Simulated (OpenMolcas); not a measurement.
**Lines of Ge²⁺: computed and rescaled rates**

| Quantity | Value |
| --- | --- |
| Program | OpenMolcas |
| Method | MS-CASPT2, IPEA 0.25 Eh, imaginary shift 0.1 Eh (closed shells correlated: 3d) |
| Basis | ANO-R3 [7s6p5d4f2g] |
| Scalar Hamiltonian | X2C, finite nucleus |
| Active space | 2 electrons in 4 orbitals (4s 4p) |
| State averaging | 2S+1 = 3 even, 3 roots; 2S+1 = 1 even, 7 roots; 2S+1 = 3 odd, 3 roots; 2S+1 = 1 odd, 3 roots |
| Spin-orbit coupling | state interaction with AMFI integrals over the reference wave functions, term energies averaged over their components |

Rates come from the transition moments of the reference wave functions (E1 and E2 in the length form). At fixed line strength A goes as λ^-3 for E1 and M1 and as λ^-5 for E2, so a rate at the computed wavelength can be rescaled to the measured one. Measured vacuum wavelengths follow from level energies in Sugar and Musgrove, J. Phys. Chem. Ref. Data 22, 1213 (1993). Branching counts decays inside the model space alone, at computed energies, and the table is only a selection of the E1 lines, drawn from those between levels with measured partners whose computed energy lies within a factor of 1.5 of the measured one.

| Upper | Lower | Type | λ computed (nm) | λ measured (nm) | A computed (s-1) | A rescaled (s-1) | Branching % |
| --- | --- | --- | --- | --- | --- | --- | --- |
| 4p² ¹S₀ | 4s 4p ¹P°₁ | E1 | 123.9 | 121.6 | 4.73e+09 | 5.00e+09 | 99.8 |
| 4p² ³P₀ | 4s 4p ³P°₁ | E1 | 116.8 | 117.4 | 3.67e+09 | 3.61e+09 | 99.9 |
| 4p² ³P₂ | 4s 4p ³P°₂ | E1 | 116.5 | 116 | 2.13e+09 | 2.16e+09 | 67.6 |
| 4p² ³P₁ | 4s 4p ³P°₂ | E1 | 117.6 | 118.3 | 1.50e+09 | 1.47e+09 | 40.2 |
| 4p² ³P₁ | 4s 4p ³P°₀ | E1 | 114.8 | 115.1 | 1.29e+09 | 1.28e+09 | 34.5 |
| 4p² ³P₁ | 4s 4p ³P°₁ | E1 | 115.7 | 116.1 | 9.43e+08 | 9.33e+08 | 25.3 |
| 4p² ¹D₂ | 4s 4p ¹P°₁ | E1 | 169.1 | 188.3 | 8.99e+08 | 6.51e+08 | 50.0 |
| 4p² ³P₂ | 4s 4p ³P°₁ | E1 | 114.6 | 113.8 | 7.89e+08 | 8.06e+08 | 25.1 |
| 4p² ¹D₂ | 4s 4p ³P°₂ | E1 | 113.6 | 123.7 | 7.00e+08 |  | 38.9 |
| 4p² ³P₂ | 4s 4p ¹P°₁ | E1 | 175.7 | 170.9 | 2.29e+08 |  | 7.3 |
| 4p² ¹D₂ | 4s 4p ³P°₁ | E1 | 111.8 | 121.2 | 1.98e+08 |  | 11.0 |

Spin-changing lines and M1 lines between different terms are not rescaled, since their strength hangs on the term gaps too.

The largest correction is for 4p² ¹D₂ → 4s 4p ¹P°₁ (E1): 8.99e+08 × (169.1 / 188.3)^3 = 6.51e+08 s-1, a factor of 0.72.

The computed rate and branching of 4p² ³P₀ → 4s 4p ³P°₁ give the upper level a radiative lifetime of 0.999 / 3.67e+09 s-1 = 2.72e-10 s, counting decays inside the model space alone. The rescaled rate gives about 2.8e-10 s.

The computed order of these levels differs from the measured one in 1 place, and where term gaps are wrong the rates of spin-changing lines can be off by large factors.

No measured rate stands beside these. Rescaling mends the energy factor alone: line strengths can still be far off where a level mixes with configurations outside the active space, and weak or spin-changing lines hang on small mixing coefficients that depend on the term gaps too, so rescaling need not improve them.

Over all roots computed the reference weight is 0.90 to 0.96; the roots of lowest weight are the least certain, and an intruder state may touch them. Some levels mix across a computed gap that differs much from the measured one, so their mixing is not that of the real levels. The ¹D term of p² mixes with s d, which this space lacks. Computed and measured levels are paired by configuration, term and J; levels that our copy of the source lacks, or whose pairing is in doubt (as where it misses far off the trend of its configuration), stay unpaired. Levels of configurations outside the active space are missing.

° marks odd parity.
